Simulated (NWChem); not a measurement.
System: SiH$_{2}$Cl, doublet; SMILES [SiH2]Cl

Input file for NWChem:

```
start job
memory heap 200 mb stack 900 mb global 1100 mb
geometry units angstroms noautoz
  Si     0.129089     1.018967     0.000000
  Cl     0.002520    -1.060937     0.000000
  H     -0.548461     1.547888     1.240235
  H     -0.548461     1.547888    -1.240235
end
basis spherical
  * library pcseg-2
end
dft
  odft
  mult 2
  xc xpbe96 cpbe96
  iterations 150
  mulliken
end
task dft gradient
```

Parts of the log:

```
             Northwest Computational Chemistry Package (NWChem) 7.3.0
             --------------------------------------------------------

 CS  symmetry detected

                             Geometry "geometry" -> ""
                             -------------------------

 Output coordinates in angstroms (scale by  1.889725989 to convert to a.u.)

  No.       Tag          Charge          X              Y              Z
 ---- ---------------- ---------- -------------- -------------- --------------
    1 Si                  14.0000     0.07595126    -1.04206369     0.00000000
    2 Cl                  17.0000     0.01000655     1.04064408     0.00000000
    3 H                    1.0000    -0.61671451    -1.55102886     1.24023500
    4 H                    1.0000    -0.61671451    -1.55102886    -1.24023500

 Effective nuclear repulsion energy (a.u.)      76.5918942548

      Symmetry information
      --------------------

 Group name             Cs
 Group number              2
 Group order               2
 No. of unique centers     3

  pbe96 is a nonlocal functional; adding pw91lda local functional.

                                 NWChem DFT Module
                                 -----------------

 Summary of "ao basis" -> "ao basis" (spherical)
 ------------------------------------------------------------------------------
       Tag                 Description            Shells   Functions and Types
 ---------------- ------------------------------  ------  ---------------------
 Si                         pcseg-2                 12       34   5s4p2d1f
 Cl                         pcseg-2                 12       34   5s4p2d1f
 H                          pcseg-2                  6       14   3s2p1d

      Symmetry analysis of basis
      --------------------------

        a'         60
        a"         36

            General Information
            -------------------
          SCF calculation type: DFT
          Wavefunction type:  spin polarized.
          No. of atoms     :     4
          No. of electrons :    33
           Alpha electrons :    17
            Beta electrons :    16
          Charge           :     0
          Spin multiplicity:     2
          Use of symmetry is: on ; symmetry adaption is: on
          Maximum number of iterations: 150
          AO basis - number of functions:    96
                     number of shells:    36
          Convergence on energy requested:  1.00D-06
          Convergence on density requested:  1.00D-05
          Convergence on gradient requested:  5.00D-04

              XC Information
              --------------
          PerdewBurkeErnzerhof Exchange Functional  1.000
            Perdew 1991 LDA Correlation Functional  1.000 local
           PerdewBurkeErnz. Correlation Functional  1.000 non-local

             Grid Information
             ----------------
          Grid used for XC integration:  medium
          Radial quadrature: Mura-Knowles
          Angular quadrature: Lebedev.
          Tag              B.-S. Rad. Rad. Pts. Rad. Cut. Ang. Pts.
          ---              ---------- --------- --------- ---------
          Si                  1.10       88           8.0       590
          Cl                  1.00       88          10.0       590
          H                   0.35       45          10.0       434
          Grid pruning is: on
          Number of quadrature shells:   221
          Spatial weights used:  Erf1

      Superposition of Atomic Density Guess
      -------------------------------------

 Sum of atomic energies:        -749.31306430

      Non-variational initial energy
      ------------------------------

 Total energy =    -749.585295
 1-e energy   =   -1189.273261
 2-e energy   =     363.096071
 HOMO         =      -0.143365
 LUMO         =       0.043076

   Symmetry analysis of molecular orbitals - initial alpha
   -------------------------------------------------------

  Numbering of irreducible representations:

     1 a'          2 a"

  Orbital symmetries:

     1 a'          2 a'          3 a'          4 a'          5 a"
     6 a'          7 a'          8 a"          9 a'         10 a'
    11 a'         12 a'         13 a'         14 a"         15 a'
    16 a"         17 a'         18 a'         19 a'         20 a"
    21 a"         22 a'         23 a'         24 a'         25 a"
    26 a'         27 a'

   Symmetry analysis of molecular orbitals - initial beta
   ------------------------------------------------------

  Numbering of irreducible representations:

     1 a'          2 a"

  Orbital symmetries:

     1 a'          2 a'          3 a'          4 a'          5 a"
     6 a'          7 a'          8 a"          9 a'         10 a'
    11 a'         12 a'         13 a'         14 a"         15 a'
    16 a"         17 a'         18 a'         19 a'         20 a"
    21 a"         22 a'         23 a'         24 a'         25 a"
    26 a'         27 a'

     ---------------------------------------------
      Total Density - Mulliken Population Analysis
     ---------------------------------------------

    Atom       Charge   Shell Charges
 -----------   ------   -------------------------------------------------------
    1 Si  14    13.35   2.00  0.47  1.52  0.82  0.60  5.91  0.42  1.15  0.35  0.00  0.10  0.01
    2 Cl  17    17.42   2.01  0.38  1.60  1.05  0.91  5.92  1.04  3.14  1.36  0.00  0.02  0.00
    3 H    1     1.11   0.36  0.58  0.15  0.00  0.02  0.00
    4 H    1     1.11   0.36  0.58  0.15  0.00  0.02  0.00

     --------------------------------------------
      Spin Density - Mulliken Population Analysis
     --------------------------------------------

    Atom       Charge   Shell Charges
 -----------   ------   -------------------------------------------------------
    1 Si  14     0.82   0.00  0.00 -0.00  0.07  0.11  0.00  0.08  0.33  0.23  0.00  0.00  0.00
    2 Cl  17     0.06   0.00  0.00 -0.00  0.00 -0.00  0.00  0.02  0.04 -0.00  0.00  0.00  0.00
    3 H    1     0.06   0.02  0.03  0.01  0.00  0.00  0.00
    4 H    1     0.06   0.02  0.03  0.01  0.00  0.00  0.00

   convergence    iter        energy       DeltaE   RMS-Dens  Diis-err
 ---------------- ----- ----------------- --------- --------- ---------
 d= 0,ls=0.0,diis     1   -750.5422462485 -8.27D+02  4.74D-03  2.37D-01
                                                     3.94D-03  2.32D-01
 d= 0,ls=0.0,diis     2   -750.5142668789  2.80D-02  4.27D-03  1.02D-01
                                                     4.41D-03  1.04D-01
 d= 0,ls=0.0,diis     3   -750.5415014499 -2.72D-02  1.89D-03  6.79D-02
                                                     1.80D-03  6.55D-02
 d= 0,ls=0.0,diis     4   -750.5809352194 -3.94D-02  3.55D-04  5.14D-04
                                                     2.57D-04  4.14D-04
 d= 0,ls=0.0,diis     5   -750.5812097544 -2.75D-04  1.01D-04  9.19D-05
                                                     8.92D-05  8.80D-05
  Resetting Diis
 d= 0,ls=0.0,diis     6   -750.5812539976 -4.42D-05  2.46D-05  7.60D-06
                                                     2.41D-05  7.92D-06
 d= 0,ls=0.0,diis     7   -750.5812591360 -5.14D-06  9.22D-06  2.81D-07
                                                     4.85D-06  2.27D-07
 d= 0,ls=0.0,diis     8   -750.5812591863 -5.03D-08  3.41D-06  1.86D-07
                                                     2.84D-06  1.89D-07

         Total DFT energy =     -750.581259186288
      One electron energy =    -1190.282796821964
           Coulomb energy =      412.641886571839
    Exchange-Corr. energy =      -49.532243190983
 Nuclear repulsion energy =       76.591894254820

 Numeric. integr. density =       32.999997906477

                  Occupations of the irreducible representations
                  ----------------------------------------------

                     irrep           alpha         beta
                     --------     --------     --------
                     a'               13.0         12.0
                     a"                4.0          4.0

                    DFT Final Alpha Molecular Orbital Analysis
                    ------------------------------------------

 Vector   15  Occ=1.000000D+00  E=-3.145270D-01  Symmetry=a'
              MO Center=  7.8D-02,  7.3D-01, -7.0D-15, r^2= 1.7D+00
   Bfn.  Coefficient  Atom+Function         Bfn.  Coefficient  Atom+Function
  ----- ------------  ---------------      ----- ------------  ---------------
    46      0.508208  2 Cl px                49      0.289558  2 Cl px
    40     -0.247886  2 Cl px                43      0.234002  2 Cl px
    12      0.178797  1 Si px                47      0.113613  2 Cl py
     4      0.077659  1 Si s                  6     -0.075395  1 Si px
     5      0.071733  1 Si s                  9      0.066557  1 Si px

 Vector   16  Occ=1.000000D+00  E=-2.869686D-01  Symmetry=a"
              MO Center= -1.2D-01,  3.5D-01, -5.8D-15, r^2= 2.8D+00
   Bfn.  Coefficient  Atom+Function         Bfn.  Coefficient  Atom+Function
  ----- ------------  ---------------      ----- ------------  ---------------
    48      0.495546  2 Cl pz                51      0.307209  2 Cl pz
    42     -0.241651  2 Cl pz                45      0.230846  2 Cl pz
    70     -0.164490  3 H  s                 84      0.164490  4 H  s
    69     -0.117963  3 H  s                 83      0.117963  4 H  s
    71     -0.090259  3 H  s                 85      0.090259  4 H  s

[...]

                         DFT ENERGY GRADIENTS

    atom               coordinates                        gradient
                 x          y          z           x          y          z
   1 Si      0.143527  -1.969215   0.000000    0.002918  -0.002025   0.000000
   2 Cl      0.018910   1.966532   0.000000    0.000121   0.005094   0.000000
   3 H      -1.165421  -2.931020   2.343704   -0.001520  -0.001535   0.002558
   4 H      -1.165421  -2.931020  -2.343704   -0.001520  -0.001535  -0.002558
```

Level: PBE/pcseg-2, spin-unrestricted. In the optimisation the excess spin sits in a' (Cs, its own frame). The geometry was optimised at PBE-D3(BJ)/def2-SVP, spin-unrestricted. No stability test was run on the SCF state.
